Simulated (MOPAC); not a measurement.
MOPAC input (PM6):

```
PM6 FORCE THERMO(298,298) PRECISE LET CHARGE=1 GEO-OK AUX(PRECISION=9) THREADS=1
CH8NSi

C    -1.60211464 1   -0.36842092 1    0.48026707 1
N    -0.54151494 1    0.65468538 1    0.15185630 1
Si    1.17124158 1   -0.16236044 1   -0.34529939 1
H    -1.30448018 1   -1.01125805 1    1.33566164 1
H    -1.81433405 1   -1.03435665 1   -0.38288007 1
H    -2.56719327 1    0.10287393 1    0.76024971 1
H    -0.91259109 1    1.27196471 1   -0.60841974 1
H    -0.44253131 1    1.29325841 1    0.97598208 1
H     1.96165855 1    1.05435629 1   -0.59615952 1
H     0.83459859 1   -0.95739559 1   -1.53585117 1
H     1.54405460 1   -0.92524935 1    0.85545115 1
```

Output:

```
 *******************************************************************************
 **                                                                           **
 **                              MOPAC v23.2.5                                **
 **                                                                           **
 *******************************************************************************
 ** MOPAC's Digital Object Identifier: https://doi.org/10.5281/zenodo.6511958 **
 **                                                                           **
 ** Please cite the open-source release paper for use of this MOPAC version:  **
 ** J. E. Moussa and J. J. P. Stewart (2026)                                  **
 ** MOPAC: An open-source semiempirical molecular orbital program             **
 ** J. Open Source Softw., 11(119), 8025, https://doi.org/10.21105/joss.08025 **
 *******************************************************************************

                              PM6 CALCULATION RESULTS

 *******************************************************************************
 *  PM6        - The PM6 Hamiltonian to be used
 *  GEO-OK     - OVERRIDE INTERATOMIC DISTANCE AND OTHER SAFETY CHECKS
 *
 *
 *
 *                 CHARGE ON SYSTEM = +1
 *
 *
 *
 *  LET        - OVERRIDE SOME SAFETY CHECKS
 *  PRECISE    - TIGHTER CRITERIA TO BE USED
 *  FORCE      - FORCE CALCULATION SPECIFIED
 *  AUX        - OUTPUT AUXILIARY INFORMATION
 *  THERMO     - THERMODYNAMIC QUANTITIES TO BE CALCULATED
 *******************************************************************************
PM6 FORCE THERMO(298,298) PRECISE LET CHARGE=1 GEO-OK AUX(PRECISION=9) THREADS=1
 CH8NSi

   ATOM   CHEMICAL          X               Y               Z
  NUMBER   SYMBOL      (ANGSTROMS)     (ANGSTROMS)     (ANGSTROMS)

     1       C         -1.60211464  *  -0.36842092  *   0.48026707  *
     2       N         -0.54151494  *   0.65468538  *   0.15185630  *
     3      Si          1.17124158  *  -0.16236044  *  -0.34529939  *
     4       H         -1.30448018  *  -1.01125805  *   1.33566164  *
     5       H         -1.81433405  *  -1.03435665  *  -0.38288007  *
     6       H         -2.56719327  *   0.10287393  *   0.76024971  *
     7       H         -0.91259109  *   1.27196471  *  -0.60841974  *
     8       H         -0.44253131  *   1.29325841  *   0.97598208  *
     9       H          1.96165855  *   1.05435629  *  -0.59615952  *
    10       H          0.83459859  *  -0.95739559  *  -1.53585117  *
    11       H          1.54405460  *  -0.92524935  *   0.85545115  *

          CARTESIAN COORDINATES

    NO.       ATOM           X           Y           Z

     1         C         -1.6021     -0.3684      0.4803
     2         N         -0.5415      0.6547      0.1519
     3        Si          1.1712     -0.1624     -0.3453
     4         H         -1.3045     -1.0113      1.3357
     5         H         -1.8143     -1.0344     -0.3829
     6         H         -2.5672      0.1029      0.7602
     7         H         -0.9126      1.2720     -0.6084
[...]
 VIBRATION         23   10A"          ATOM PAIR      ENERGY CONTRIBUTION    RADIAL
 FREQUENCY          2628.00         C  1 -- H  4         +40.9% ( 66.3%)     97.6%
 TRANSITION DIPOLE   0.4692         C  1 -- H  5         +40.9% ( 66.3%)     97.6%
 TRAVEL (Ang.)       0.2654         N  2 -- H  7          +8.1% ( 29.5%)     97.8%
 REDUCED MASS        0.3644         N  2 -- H  8          +8.1% ( 29.5%)     97.8%
 EFFECTIVE MASS      1.4655
 FORCE CONSTANT      1.4827

 VIBRATION         24   14A'          ATOM PAIR      ENERGY CONTRIBUTION    RADIAL
 FREQUENCY          2629.02         C  1 -- H  6         +63.7% ( 82.6%)     99.3%
 TRANSITION DIPOLE   0.9094         C  1 -- H  5         +17.2% ( 42.9%)     85.5%
 TRAVEL (Ang.)       0.2301         C  1 -- H  4         +17.2% ( 42.9%)     85.5%
 REDUCED MASS        0.4846         C  1 -- N  2          +0.9% ( 10.1%)      0.1%
 EFFECTIVE MASS      1.4632
 FORCE CONSTANT      1.9736

 VIBRATION         25   11A"          ATOM PAIR      ENERGY CONTRIBUTION    RADIAL
 FREQUENCY          2663.44         N  2 -- H  7         +41.2% ( 65.8%)     97.5%
 TRANSITION DIPOLE   1.4499         N  2 -- H  8         +41.2% ( 65.8%)     97.5%
 TRAVEL (Ang.)       0.2618         C  1 -- H  5          +8.0% ( 29.0%)     97.4%
 REDUCED MASS        0.3692         C  1 -- H  4          +8.0% ( 29.0%)     97.4%
 EFFECTIVE MASS      1.4749
 FORCE CONSTANT      1.5433

 VIBRATION         26   15A'          ATOM PAIR      ENERGY CONTRIBUTION    RADIAL
 FREQUENCY          2714.67         N  2 -- H  8         +48.5% ( 68.6%)     97.6%
 TRANSITION DIPOLE   1.1521         N  2 -- H  7         +48.5% ( 68.6%)     97.6%
 TRAVEL (Ang.)       0.2313         C  1 -- H  4          +1.1% ( 10.4%)     91.6%
 REDUCED MASS        0.4641         C  1 -- H  5          +1.1% ( 10.4%)     91.6%
 EFFECTIVE MASS      1.2445
 FORCE CONSTANT      2.0153

 VIBRATION         27   16A'          ATOM PAIR      ENERGY CONTRIBUTION    RADIAL
 FREQUENCY          2742.08         C  1 -- H  6         +34.8% ( 56.6%)     95.9%
 TRANSITION DIPOLE   0.5968         C  1 -- H  5         +31.8% ( 54.1%)     95.2%
 TRAVEL (Ang.)       0.2776         C  1 -- H  4         +31.8% ( 54.1%)     95.2%
 REDUCED MASS        0.3190         N  2 -- H  8          +0.6% (  7.7%)     94.6%
 EFFECTIVE MASS      1.1336
 FORCE CONSTANT      1.4134

      SYMMETRY NUMBER FOR POINT-GROUP Cs  =  1

          SYSTEM IS A GROUND STATE

 CH8NSi

          MOLECULE IS NOT LINEAR

          THERE ARE 27 GENUINE VIBRATIONS IN THIS SYSTEM
          THIS THERMODYNAMICS CALCULATION IS LIMITED TO
          MOLECULES WHICH HAVE NO INTERNAL ROTATIONS

                    CALCULATED THERMODYNAMIC PROPERTIES
                                          *
   TEMP. (K)   PARTITION FUNCTION   H.O.F.    ENTHALPY  HEAT CAPACITY ENTROPY
                                   KCAL/MOL   CAL/MOLE    CAL/K/MOL  CAL/K/MOL

 298.00  VIB.     0.1097D+02                  1837.7003    13.3518    10.9257
         ROT.     0.4079D+05                   888.2803     2.9808    24.0775
         INT.     0.4473D+06                  2725.9806    16.3326    35.0032
         TRA.     0.4739D+27                  1480.4672     4.9680    38.2988
         TOT.                      141.237    4206.4478    21.3007    73.3020

   *: NOTE: HEATS OF FORMATION ARE RELATIVE TO THE
            ELEMENTS IN THEIR STANDARD STATE AT 298K
              (=  Standard Enthalpy of Formation).

            Hvib:  Zero-point energy is not included.
                   frequencies of less than zero cm-1 are not included.
            Hrot = (3/2)RT
            Htra = (3/2)RT + pV = (5/2)RT

            Heat capacity is Cp, not Cv

          For more information, see: HTTP://OpenMOPAC.net/Manual/thermochemistry.html

           FORCE CONSTANT IN CARTESIAN COORDINATES (Millidynes/A)

    ATOM   CHEMICAL       X               Y               Z
   NUMBER   SYMBOL  FORCE CONSTANT  FORCE CONSTANT  FORCE CONSTANT

      1       C        6.699149        6.228917        6.466455
      2       N        7.444194        5.671310        6.286578
      3      Si        4.281853        3.561650        4.652242
      4       H        1.246947        1.223703        2.738929
      5       H        1.246943        1.223695        2.738941
      6       H        1.250166        3.458907        0.495108
      7       H        1.264068        1.602553        2.821107
      8       H        1.264064        1.602545        2.821118
      9       H        2.453638        0.356292        0.291315
     10       H        0.547860        0.626567        1.911187
     11       H        0.547864        0.626571        1.911179

 **********************
 *                    *
 * JOB ENDED NORMALLY *
 *                    *
 **********************

 == MOPAC DONE ==
```

The dipole moment of an ion depends on the origin.
